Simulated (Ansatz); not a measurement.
A search over several starts for the lowest SCF solution of SiTe2 at the given spin, in a small basis.

```yaml
crystal:
  periodic: [false, false, false]
  atoms:
    - {symbol: Si, position_ang: [-0.441856, 1.082073, 0.241426]}
    - {symbol: Te, position_ang: [0.670129, -0.723184, 1.517790]}
    - {symbol: Te, position_ang: [-0.228273, -0.358891, -1.759215]}
basis:
  gaussian: {orbitals: def2-SVP, initial_orbitals: start.molden}
magnetization: {spin_polarized: true, initial_magnetization: 4}
hamiltonian: {xc: pbe0, dispersion: d4}
output: {orbitals: {seedname: orbitals}}
```

The file start.molden holds the orbitals of an earlier run on this structure, at another level or in another basis.

```sh
$ ansatz run in.yaml --threads 4 --pin off --events-out ev --progress --plain --max-ram 3916MiB
```

It prints (some lines left out):

```
Functional definition: PBE0
832 factors; integrals over basis functions are off by at most 3.9e-4 eV
mean field evaluation 1: about -22456.8291 eV, gradient 2.6e1 eV
mean field evaluation 2: about -22457.0067 eV, gradient 3.5e-1 eV
mean field evaluation 4: about -22457.0306 eV, gradient 4.6e-3 eV
mean field evaluation 8: about -22456.7296 eV, gradient 4.9e0 eV
mean field evaluation 16: about -22457.0306 eV, gradient 1.4e-2 eV
mean field evaluation 32: about -22456.2578 eV, gradient 3.3e0 eV
mean field -22457.03057702 eV, -825.2806517833 hartree, gradient 2.3e-5 eV, S^2 6.011560; 6 other end points of the search recorded, 0 dependent functions left out
reference -22457.03059804 eV, -825.2806525560 hartree; 33, 29 occupied and 37, 41 virtual orbitals, 832 factors
Total energy: -22457.16911164 eV, -825.2857428366 hartree
```

It took 0.9 s on 4 threads of AMD EPYC 9R45 on a shared host.

In the def2 sets Te takes a core potential; there is no spin–orbit coupling. At PBE0-D4/def2-TZVP a singlet of charge 0 lies 2.62 eV below the quintet, each at its own geometry. The structure comes from a short search, and lower isomers may exist.
